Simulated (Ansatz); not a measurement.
Question: Name a neutral molecule of C, Cl, F, S, Si and H with ideal-gas entropy at 298 K and 1 bar (rigid rotor, harmonic PBE0-D4/def2-TZVP) between 360 and 376 J/(mol·K) and size of the dipole moment (ωB97M-V/def2-TZVPP) between 1.20 and 1.50 D (Ansatz, PBE0-D4/def2-TZVP geometry).

Answer: `CS[SiH](F)Cl` (363 J/(mol·K), 1.32 D). Other molecules can fit too; these were computed, each in one conformer that needn't be the lowest.
